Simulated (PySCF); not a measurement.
C₄H₇Cl.

```xyz
12

C      0.7501     2.1639     0.0000
C      0.0272     0.8502     0.0000
C     -1.4664     0.9056     0.0000
C      0.7328    -0.2876     0.0000
Cl     0.0413    -1.8744     0.0000
H      1.8420     2.0385     0.0000
H      0.4722     2.7612     0.8848
H      0.4722     2.7612    -0.8848
H     -1.9137    -0.0961     0.0000
H     -1.8312     1.4541    -0.8845
H     -1.8312     1.4541     0.8845
H      1.8249    -0.3014     0.0000
```

The structure is a stationary point at PBE0-D3(BJ)/def2-SVP.

The numbers are results of HF/pcSseg-1 in PySCF, not measurements. Non-relativistic, no solvent.

Computed absolute GIAO shielding of each atom: isotropic value and principal components (ppm):
```
atom  σ(iso)    σ11    σ22     σ33   span
----  ------  -----  -----  ------  -----
C1     168.2  155.1  158.6   191.0   35.9
C2      45.3  -86.5   54.2   168.3  254.8
C3     173.4  160.5  171.3   188.5   27.9
C4      67.6  -40.0  121.1   121.7  161.7
Cl5    852.2  689.6  843.6  1023.6  334.0
H6      29.8   25.3   28.9    35.3   10.0
H7      30.0   26.0   27.7    36.1   10.1
H8      30.0   26.0   27.7    36.1   10.1
H9      28.9   22.8   30.4    33.5   10.6
H10     30.3   26.2   27.7    36.9   10.7
H11     30.3   26.2   27.7    36.9   10.7
H12     25.9   20.6   28.1    29.2    8.6
```
